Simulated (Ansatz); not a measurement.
Reaction (redistribution): `C[SiH2][SiH2]C=N` + `N[SiH2][SiH](F)[SiH3]` → `C[SiH2][SiH](F)[SiH3]` + `N=C[SiH2][SiH2]N`

Isolated molecules relaxed with PBE0-D4/def2-TZVP in Ansatz; ΔE leaves out vibrations. CCSD(T)/CBS is the MP2 limit (def2-TZVPP, def2-QZVPP) plus CCSD(T) − MP2 in def2-TZVPP, frozen cores. DFT in def2-TZVPP. B3LYP here is the variant with VWN-RPA as its local correlation; programs differ in this. One conformer a species, not always the lowest.

(1) Is it downhill or uphill in electronic energy at CCSD(T)/CBS, and by how much? (Estimate.)

(2) What do these levels give: B3LYP-D4, ωB97M-V, B2PLYP, PBE, r2SCAN, PBE0, B3LYP, CCSD/def2-TZVPP, CCSD(T)/def2-TZVPP, MP2/def2-QZVPP, SCS-MP2/def2-QZVPP, MP2/CBS(def2)? (Best estimate.)

Largest T1 diagnostic among the species: 0.013.

## Answers

(1) Ansatz gave: Downhill: ΔE = -7.4 kJ/mol.

(2) The calculation gave: B3LYP-D4 -7.5, ωB97M-V -7.3, B2PLYP -6.8, PBE -5.7, r2SCAN -6.1, PBE0 -6.5, B3LYP -6.1, CCSD/def2-TZVPP -7.0, CCSD(T)/def2-TZVPP -7.2, MP2/def2-QZVPP -7.7, SCS-MP2/def2-QZVPP -6.9, MP2/CBS(def2) -7.8 kJ/mol.
